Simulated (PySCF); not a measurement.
Species: C3H8FSi (charge 0, doublet). It need not be the lowest isomer of its formula. SMILES: [CH2][Si](C)(C)F
Geometry from a B3LYP-D3(BJ)/def2-TZVP (Ansatz) optimisation:
```xyz
13

C     -0.9286     1.4624    -0.7138
Si    -0.0125     0.0365     0.0125
C      1.6083    -0.2266    -0.8669
C     -1.0749    -1.4937     0.0360
F      0.3375     0.3861     1.5554
H     -2.0021     1.5857    -0.6143
H     -0.4397     2.2642    -1.2572
H      2.1804    -1.0311    -0.4001
H      1.4444    -0.4928    -1.9137
H      2.2192     0.6783    -0.8420
H     -1.3279    -1.8086    -0.9790
H     -2.0079    -1.3144     0.5745
H     -0.5573    -2.3207     0.5269
```
Charge 0, spin multiplicity 2.

Dispersion corrections to the total energy (kcal/mol) from the dftd3 and dftd4 libraries through PySCF: D3(BJ) without and D4 with the three-body term, each with the damping fitted for the functional named.

```tsv
functional	D3(BJ)	D4
revPBE	-15.10	-18.17
PBE0	-5.37	-5.05
BHLYP	-8.49	-7.13
TPSS	-7.75	___
HSE06	-4.14	___
CAM-B3LYP	-4.91	-5.11
PW6B95	-3.20	___
```

What belongs in the gaps?


- TPSS, D4: -8.04
- HSE06, D4: -4.70
- PW6B95, D4: -5.18
